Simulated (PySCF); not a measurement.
# Adding and removing an electron: MgSe

LC-ωPBE; basis Mg aug-cc-pVDZ, Se aug-cc-pVDZ-PP with ECP10; scalar-relativistic core potentials; PySCF 2.14. Neutral (UKS): singlet (closed shell), Re = 2.244 Å, ωe = 448 cm⁻¹, De = 1.50 eV, HOMO -8.01 eV, LUMO -2.01 eV.

MgSe⁻ (UKS): doublet (σ ↑), Re = 2.327 Å, ωe = 402 cm⁻¹, De = 1.93 eV to Mg + Se⁻. The energies at the minima are -573.19454 hartree for MgSe and -573.28263 for MgSe⁻.

Work out the adiabatic electron affinity, without and with harmonic zero-point energies (1 hartree = 27.2114 eV, 1 eV = 8065.5 cm⁻¹), and the change of the bond length.

At LC-ωPBE: 0.08809 hartree = 2.397 eV between the minima; the zero-point term (448.0 − 402.0)/2 cm⁻¹ = +0.003 eV makes it 2.400 eV. Re changes by +8.3 pm against the neutral. The electron enters a σ orbital; the charge polarises the partner, so the anion is bound more strongly.

Spin–orbit coupling is left out. For an ion De counts to the pair picked by the measured ionisation energies or electron affinities, which need not be the lowest pair at this level. States were picked by a PBE0 search and need not be the measured ground states.
